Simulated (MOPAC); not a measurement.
Job for MOPAC: PM6 on BH5N2O (SMILES NB(N)O), a point of a torsion scan.

```
PM6 1SCF PRECISE CHARGE=0 THREADS=1
BH5N2O

N      0.91139566 1     0.93448698 1    -0.20308886 1
B      0.10210276 1    -0.21857379 1    -0.13405002 1
N     -1.30783210 1    -0.10210724 1    -0.14113939 1
O      0.71412148 1    -1.46257312 1    -0.16095021 1
H      1.91058985 1     0.86108248 1    -0.14880490 1
H      0.57081809 1     1.86171946 1    -0.02720766 1
H     -1.78768774 1     0.77553211 1    -0.07115065 1
H     -1.91700716 1    -0.89435935 1    -0.05251683 1
H      0.43874027 1    -2.01424936 1    -0.88688270 1
```

It printed:

```
*******************************************************************************
 **                                                                           **
 **                              MOPAC v23.2.5                                **
 **                                                                           **
 *******************************************************************************
 ** MOPAC's Digital Object Identifier: https://doi.org/10.5281/zenodo.6511958 **
 **                                                                           **
 ** Please cite the open-source release paper for use of this MOPAC version:  **
 ** J. E. Moussa and J. J. P. Stewart (2026)                                  **
 ** MOPAC: An open-source semiempirical molecular orbital program             **
 ** J. Open Source Softw., 11(119), 8025, https://doi.org/10.21105/joss.08025 **
 *******************************************************************************

                              PM6 CALCULATION RESULTS

 *******************************************************************************
 *  PM6        - The PM6 Hamiltonian to be used
 *
 *
 *
 *                 CHARGE ON SYSTEM = 0
 *
 *
 *
 *  PRECISE    - TIGHTER CRITERIA TO BE USED
 *  1SCF       - DO 1 SCF AND THEN STOP
 *  THREADS=1  - MULTI-THREADING NOT USED
 *  T=         - A TIME OF 172800.0 SECONDS REQUESTED
 *  DUMP=N     - RESTART FILE WRITTEN EVERY 7200.0 SECONDS REQUESTED
 *******************************************************************************
PM6 1SCF PRECISE CHARGE=0 THREADS=1
 BH5N2O

   ATOM   CHEMICAL          X               Y               Z
  NUMBER   SYMBOL      (ANGSTROMS)     (ANGSTROMS)     (ANGSTROMS)

     1       N          0.91139566  *   0.93448698  *  -0.20308886  *
     2       B          0.10210276  *  -0.21857379  *  -0.13405002  *
     3       N         -1.30783210  *  -0.10210724  *  -0.14113939  *
     4       O          0.71412148  *  -1.46257312  *  -0.16095021  *
     5       H          1.91058985  *   0.86108248  *  -0.14880490  *
     6       H          0.57081809  *   1.86171946  *  -0.02720766  *
     7       H         -1.78768774  *   0.77553211  *  -0.07115065  *
     8       H         -1.91700716  *  -0.89435935  *  -0.05251683  *
     9       H          0.43874027  *  -2.01424936  *  -0.88688270  *



          CARTESIAN COORDINATES

    NO.       ATOM           X           Y           Z

     1         N          0.9114      0.9345     -0.2031
     2         B          0.1021     -0.2186     -0.1341
     3         N         -1.3078     -0.1021     -0.1411
     4         O          0.7141     -1.4626     -0.1610
     5         H          1.9106      0.8611     -0.1488
     6         H          0.5708      1.8617     -0.0272
     7         H         -1.7877      0.7755     -0.0712
     8         H         -1.9170     -0.8944     -0.0525
     9         H          0.4387     -2.0142     -0.8869

 General Reference for PM6:
 "Optimization of Parameters for Semiempirical Methods V: Modification of NDDO Approximations
 and Application to 70 Elements", J. J. P. Stewart, J. Mol. Mod., 13, 1173-1213 (2007)
 URL: https://link.springer.com/article/10.1007/s00894-007-0233-4

           Empirical Formula: H5 N2 O B  =     9 atoms



      MOLECULAR POINT GROUP   :   C1


      RHF CALCULATION, NO. OF DOUBLY OCCUPIED LEVELS = 12


 -------------------------------------------------------------------------------
 PM6 1SCF PRECISE CHARGE=0 THREADS=1
 BH5N2O



     1SCF WAS SPECIFIED, SO BFGS WAS NOT USED
     SCF FIELD WAS ACHIEVED


                              PM6 CALCULATION
                                                       MOPAC v23.2.5 Linux




          FINAL HEAT OF FORMATION =       -109.03865 KCAL/MOL =    -456.21770 KJ/MOL


          COSMO AREA              =         94.98 SQUARE ANGSTROMS
          COSMO VOLUME            =         76.66 CUBIC ANGSTROMS

          IONIZATION POTENTIAL    =          9.083829 EV
          HOMO LUMO ENERGIES (EV) =         -9.084  2.153
          NO. OF FILLED LEVELS    =         12
          MOLECULAR WEIGHT        =         59.8623         POINT GROUP:  C1

          MOLECULAR DIMENSIONS (Angstroms)

            Atom       Atom       Distance
            H     8    H     5     4.21205
            H     9    H     6     3.58271
            H     7    O     4     0.71506


          SCF CALCULATIONS        =          1





   ATOM   CHEMICAL          X               Y               Z
  NUMBER   SYMBOL      (ANGSTROMS)     (ANGSTROMS)     (ANGSTROMS)

     1       N          0.91139566  *   0.93448698  *  -0.20308886  *
     2       B          0.10210276  *  -0.21857379  *  -0.13405002  *
     3       N         -1.30783210  *  -0.10210724  *  -0.14113939  *
     4       O          0.71412148  *  -1.46257312  *  -0.16095021  *
     5       H          1.91058985  *   0.86108248  *  -0.14880490  *
     6       H          0.57081809  *   1.86171946  *  -0.02720766  *
     7       H         -1.78768774  *   0.77553211  *  -0.07115065  *
     8       H         -1.91700716  *  -0.89435935  *  -0.05251683  *
     9       H          0.43874027  *  -2.01424936  *  -0.88688270  *

                             CARTESIAN COORDINATES

   1    N        0.911395660     0.934486980    -0.203088860
   2    B        0.102102760    -0.218573790    -0.134050020
   3    N       -1.307832100    -0.102107240    -0.141139390
   4    O        0.714121480    -1.462573120    -0.160950210
   5    H        1.910589850     0.861082480    -0.148804900
   6    H        0.570818090     1.861719460    -0.027207660
   7    H       -1.787687740     0.775532110    -0.071150650
   8    H       -1.917007160    -0.894359350    -0.052516830
   9    H        0.438740270    -2.014249360    -0.886882700


           Empirical Formula: H5 N2 O B  =     9 atoms



      MOLECULAR POINT GROUP   :   C1


                  EIGENVALUES
 -30.71446 -30.01587 -29.39998 -19.45614 -18.02549 -16.91075 -15.98186 -14.55005
 -13.16940 -11.71093 -10.62916  -9.08383   2.15285   2.53935   3.87641   4.03335
   5.68315   6.16609   6.60092   7.42527   7.58694


              NET ATOMIC CHARGES AND DIPOLE CONTRIBUTIONS

  ATOM NO.   TYPE          CHARGE      No. of ELECS.   s-Pop       p-Pop
    1          N          -0.544785        5.5448     1.46081     4.08397
    2          B           0.397158        2.6028     0.84504     1.75781
    3          N          -0.579403        5.5794     1.45997     4.11943
    4          O          -0.576100        6.5761     1.71752     4.85858
    5          H           0.245171        0.7548     0.75483
    6          H           0.237769        0.7622     0.76223
    7          H           0.241064        0.7589     0.75894
    8          H           0.241478        0.7585     0.75852
    9          H           0.337648        0.6624     0.66235
 DIPOLE           X         Y         Z       TOTAL
 POINT-CHG.    -1.206     1.203    -0.674     1.832
 HYBRID        -0.224     0.015     0.271     0.352
 SUM           -1.431     1.218    -0.403     1.921


          ATOMIC ORBITAL ELECTRON POPULATIONS

     Atom    s        px        py        pz
    1  N   1.46081   1.17201   1.15624   1.75572
    2  B   0.84504   0.63940   0.62274   0.49567
    3  N   1.45997   1.16551   1.16682   1.78710
    4  O   1.71752   1.79199   1.45309   1.61349
    5  H   0.75483
    6  H   0.76223
    7  H   0.75894
    8  H   0.75852
    9  H   0.66235

 **********************
 *                    *
 * JOB ENDED NORMALLY *
 *                    *
 **********************




 == MOPAC DONE ==
```

The run finished.

Cost: about 0.010 core-seconds (a rough figure).
